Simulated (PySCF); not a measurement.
Simulated C 1s region for Ge(NMeEt)Cl3, `CC[N](C)[Ge]([Cl])([Cl])[Cl]`, binding energy against the vacuum level.

Every computed line was given a Gaussian of 0.6 eV full width at half maximum and an area set by the number of equivalent atoms; the highest printed point is 100. Method used: delta-SCF UKS SCAN, pcX-2 on the ionised atom, pcseg-1 elsewhere, spin-free X2C (PySCF).

| binding energy (eV) | intensity |
| --- | --- |
| 290.0 | 0 |
| 290.1 | 1 |
| 290.2 | 2 |
| 290.3 | 6 |
| 290.4 | 12 |
| 290.5 | 22 |
| 290.6 | 34 |
| 290.7 | 44 |
| 290.8 | 50 |
| 290.9 | 48 |
| 291.0 | 40 |
| 291.1 | 29 |
| 291.2 | 20 |
| 291.3 | 15 |
| 291.4 | 18 |
| 291.5 | 30 |
| 291.6 | 50 |
| 291.7 | 73 |
| 291.8 | 92 |
| 291.9 | 100 |
| 292.0 | 93 |
| 292.1 | 75 |
| 292.2 | 51 |
| 292.3 | 30 |
| 292.4 | 15 |
| 292.5 | 7 |
| 292.6 | 2 |
| 292.7 | 1 |
| 292.8 | 0 |

**Question.** How many maxima does the curve show, and how many computed lines lie under it?

**Answer.** The curve has 2 maxima (at 290.8 and 291.9 eV). Under it lie 3 lines from 3 inequivalent carbon sites. At this width some lines have no maximum of their own.

**Question.** Decompose the envelope and assign each component. Bonds: Ge1–N2, Ge1–Cl14, Ge1–Cl15, Ge1–Cl16, N2–C3, N2–C4, C4–C5. Hydrogens: H6, H7, H8 on C3; H9, H10 on C4; H11, H12, H13 on C5.

**Answer.** 
```tsv
position (eV)	relative area	line	atoms	environment
290.83	1	C 1s	C5	carbon bonded to C and 3 H
291.88	1	C 1s	C4	carbon bonded to C, N and 2 H
291.93	1	C 1s	C3	carbon bonded to N and 3 H
```

**Question.** What are the centre and the root-mean-square width of the whole band?

**Answer.** The area-weighted mean of the lines is 291.55 eV. Their own spread about it is 0.51 eV (rms) and each Gaussian has σ = 0.6/2.355 = 0.25 eV; the variances add, which gives 0.57 eV.

The listed C 1s values span 1.10 eV, from C5 (bonded to C and 3 H) to C3 (bonded to N and 3 H). The widest gap between neighbouring values is 1.05 eV, between 290.83 and 291.88 eV.

The curve has no shake-up lines and no vibrational structure. Isolated species at its PBE0-D3(BJ)/def2-SVP geometry (one conformer only).
